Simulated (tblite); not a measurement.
Species: C₆H₁₂Ge₂.
SMILES with atom numbers: `[CH:1]#[C:2][Ge@@H:3]([CH2:4][CH:5]=[CH2:6])[GeH2:7][CH3:8]` (hydrogens: H9 on C1; H10 on Ge3; H11, H12 on C4; H13 on C5; H14, H15 on C6; H16, H17 on Ge7; H18, H19, H20 on C8)

Computed with GFN2-xTB (tblite), gas phase: L-BFGS steps from a force-field or distance-geometry start until the largest atomic force falls under 0.01 eV/Å.

Step 13: E = -617.4691 eV
```
atom  x, y, z in Å  |  force x, y, z in eV/Å
C1     -0.8397    4.0702   -0.0344    0.019   0.018   0.003
C2     -0.4353    2.9531   -0.2253   -0.023   0.000   0.039
Ge3     0.0359    1.1175   -0.4334   -0.061  -0.025   0.013
C4      1.1066    0.5312    1.1531   -0.037   0.080  -0.020
C5      1.5123   -0.8922    0.9925   -0.013   0.077   0.078
C6      2.3845   -1.3059    0.0909    0.052  -0.017  -0.054
Ge7    -1.9015   -0.2776   -0.6840   -0.011   0.015  -0.030
C8     -1.3526   -2.1347   -1.0478   -0.031   0.008  -0.005
H9     -1.1679    5.0592    0.1168    0.001   0.029  -0.007
H10     0.9158    1.0761   -1.6693    0.037   0.014   0.001
H11     0.4890    0.6633    2.0432    0.057   0.000   0.001
H12     1.9741    1.1854    1.2471    0.019  -0.039  -0.009
H13     1.0378   -1.6016    1.6589   -0.005  -0.032  -0.005
H14     2.8611   -0.6099   -0.5813    0.035   0.031   0.005
H15     2.6705   -2.3378   -0.0103   -0.017  -0.052   0.017
H16    -2.7675   -0.2326    0.5539   -0.005  -0.029   0.012
H17    -2.8281    0.2115   -1.7720    0.001  -0.030  -0.016
H18    -0.8002   -2.5297   -0.1972   -0.024  -0.016  -0.063
H19    -2.2041   -2.7826   -1.2412    0.041   0.022   0.004
H20    -0.6958   -2.1522   -1.9160   -0.035  -0.054   0.036
```

Step 14: E = -617.4706 eV
```
atom  x, y, z in Å  |  force x, y, z in eV/Å
C1     -0.8375    4.0739   -0.0345    0.010   0.015   0.006
C2     -0.4344    2.9557   -0.2232   -0.024  -0.018   0.036
Ge3     0.0348    1.1167   -0.4328   -0.061   0.013   0.008
C4      1.1092    0.5329    1.1542   -0.042   0.071  -0.028
C5      1.5140   -0.8901    0.9936   -0.015   0.054   0.057
C6      2.3842   -1.3052    0.0908    0.055  -0.015  -0.031
Ge7    -1.9072   -0.2794   -0.6856    0.050   0.024  -0.035
C8     -1.3536   -2.1355   -1.0493   -0.025  -0.015  -0.005
H9     -1.1691    5.0626    0.1169    0.017   0.004  -0.013
H10     0.9198    1.0805   -1.6687    0.014   0.007   0.023
H11     0.4934    0.6627    2.0455    0.052   0.018   0.008
H12     1.9782    1.1855    1.2459    0.005  -0.031  -0.010
H13     1.0388   -1.6014    1.6572   -0.014  -0.026   0.006
H14     2.8644   -0.6101   -0.5788    0.039   0.039  -0.011
H15     2.6676   -2.3375   -0.0082   -0.008  -0.066   0.006
H16    -2.7710   -0.2339    0.5527   -0.011  -0.033   0.021
H17    -2.8339    0.2091   -1.7733    0.001  -0.029  -0.019
H18    -0.8019   -2.5334   -0.1995   -0.019   0.003  -0.051
H19    -2.2040   -2.7845   -1.2411    0.016   0.015  -0.005
H20    -0.6967   -2.1580   -1.9176   -0.040  -0.029   0.039
```

Step 15: E = -617.4717 eV
```
atom  x, y, z in Å  |  force x, y, z in eV/Å
C1     -0.8355    4.0771   -0.0345    0.001   0.011   0.008
C2     -0.4339    2.9579   -0.2211   -0.029  -0.027   0.033
Ge3     0.0328    1.1165   -0.4321   -0.041   0.043  -0.002
C4      1.1105    0.5353    1.1545   -0.026   0.031  -0.026
C5      1.5156   -0.8878    0.9950   -0.004   0.013   0.010
C6      2.3846   -1.3048    0.0908    0.039  -0.003   0.006
Ge7    -1.9108   -0.2805   -0.6876    0.071   0.021  -0.025
C8     -1.3549   -2.1364   -1.0505   -0.017  -0.022  -0.004
H9     -1.1698    5.0654    0.1167    0.029  -0.010  -0.016
H10     0.9232    1.0845   -1.6675   -0.009   0.002   0.044
H11     0.4979    0.6627    2.0477    0.039   0.035   0.016
H12     1.9815    1.1852    1.2448   -0.004  -0.014  -0.016
H13     1.0392   -1.6015    1.6559   -0.013  -0.004   0.005
H14     2.8679   -0.6097   -0.5770    0.034   0.026  -0.011
H15     2.6653   -2.3385   -0.0065   -0.007  -0.045   0.000
H16    -2.7742   -0.2355    0.5517   -0.006  -0.035   0.017
H17    -2.8389    0.2066   -1.7743    0.002  -0.027  -0.024
H18    -0.8036   -2.5364   -0.2023   -0.008   0.013  -0.024
H19    -2.2037   -2.7861   -1.2413   -0.021   0.003  -0.013
H20    -0.6982   -2.1634   -1.9182   -0.032  -0.009   0.022
```

**Question.** Estimate the geometry and energy of step 16. (The exact step hangs on the optimiser's Hessian estimate; all steps are aligned on step 15, rigid shifts and turns removed.)

**Answer.** E = -617.4724 eV, largest force 0.059 eV/Å
```
atom  x, y, z in Å  |  force x, y, z in eV/Å
C1     -0.8342    4.0791   -0.0344   -0.003   0.005   0.009
C2     -0.4341    2.9589   -0.2190   -0.033  -0.025   0.029
Ge3     0.0308    1.1172   -0.4317   -0.014   0.049  -0.005
C4      1.1107    0.5375    1.1541   -0.005  -0.010  -0.016
C5      1.5167   -0.8861    0.9959    0.005  -0.019  -0.032
C6      2.3855   -1.3045    0.0909    0.021   0.006   0.033
Ge7    -1.9119   -0.2809   -0.6893    0.056   0.011  -0.008
C8     -1.3562   -2.1372   -1.0514   -0.014  -0.016  -0.003
H9     -1.1697    5.0671    0.1163    0.033  -0.009  -0.016
H10     0.9252    1.0871   -1.6659   -0.023   0.000   0.054
H11     0.5017    0.6635    2.0494    0.026   0.046   0.019
H12     1.9837    1.1847    1.2438   -0.009   0.002  -0.023
H13     1.0392   -1.6016    1.6552   -0.007   0.018  -0.002
H14     2.8708   -0.6090   -0.5760    0.023   0.003   0.000
H15     2.6636   -2.3400   -0.0054   -0.007  -0.011  -0.002
H16    -2.7764   -0.2372    0.5513    0.007  -0.034   0.001
H17    -2.8421    0.2044   -1.7754    0.007  -0.025  -0.023
H18    -0.8049   -2.5381   -0.2045    0.001   0.013   0.003
H19    -2.2040   -2.7872   -1.2417   -0.047  -0.006  -0.015
H20    -0.6997   -2.1671   -1.9182   -0.018   0.003  -0.002
```

The energy changes by -0.0008 eV. The first-order estimate −F·Δx gives -0.0010 eV and the mean of the old and new forces, exact on a quadratic surface, -0.0007 eV. The step makes an angle of 62° with the force vector and moves no atom by more than 0.004 Å.

The cost below is that of the whole relaxation. On one thread, Arm Neoverse N1 (aarch64), no GPU (shared host), this took 2.8 s of wall time.
